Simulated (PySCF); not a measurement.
Sb(H)2(Et) (C₂H₇Sb), SMILES C[CH2][SbH2].

Geometry optimised at B3LYP-D3(BJ)/def2-SVP. The def2 effective core potentials stand for the cores of Sb; spin–orbit coupling is left out.

These are TDA-M06-2X/def2-SVPD (PySCF) values and carry that method's errors.

Vertical excitations. The molecule is in vacuum. State labels are in the subgroup Cs.

```tsv
state	symmetry	energy (eV)	λ (nm)	f	main pairs
S1	A'	5.68	218	0.124	HOMO→LUMO 92 %
S2	A"	5.97	208	0.082	HOMO→LUMO+1 93 %
S3	A'	6.41	193	0.163	HOMO→LUMO+2 90 %
S4	A'	6.99	177	0.117	HOMO−1→LUMO 77 %, HOMO→LUMO+3 12 %
S5	A"	7.28	170	0.011	HOMO−1→LUMO+1 60 %, HOMO−2→LUMO 34 %
S6	A'	7.60	163	0.103	HOMO→LUMO+3 66 %, HOMO−1→LUMO 10 %
S7	A"	7.84	158	0.120	HOMO−2→LUMO 54 %, HOMO−1→LUMO+1 29 %
S8	A'	7.85	158	0.039	HOMO→LUMO+5 84 %
S9	A'	8.04	154	0.005	HOMO→LUMO+4 83 %
S10	A'	8.12	153	0.376	HOMO−1→LUMO+2 80 %
T1	A'	4.43	280	0	HOMO→LUMO 85 %
T2	A"	4.75	261	0	HOMO→LUMO+1 88 %
T3	A'	5.79	214	0	HOMO−1→LUMO 59 %, HOMO→LUMO+2 13 %, HOMO−2→LUMO+1 9 %
T4	A'	6.21	200	0	HOMO→LUMO+2 74 %, HOMO−1→LUMO 14 %
```
Triplets are in the Tamm–Dancoff approximation.
